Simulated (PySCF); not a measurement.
A structure optimised at PBE0-D3(BJ)/def2-TZVP, used in a PySCF frequency run:

```xyz
8

B      0.2159    -1.2849     0.0000
H     -0.4129    -2.3028     0.0000
H      1.4193    -1.2596     0.0000
O     -0.4815    -0.1422     0.0000
C      0.1458     1.1244     0.0000
H      1.2351     1.0275     0.0000
H     -0.1721     1.6753     0.8872
H     -0.1721     1.6753    -0.8872
```
Charge 0, spin multiplicity 1.

Task: Write its SMILES, formula and point group.

Result: BOC, CH₅BO, Cs

Task: What are its rotational constants (standard atomic weights)?

Result: 51.635, 10.413, 9.1639 GHz
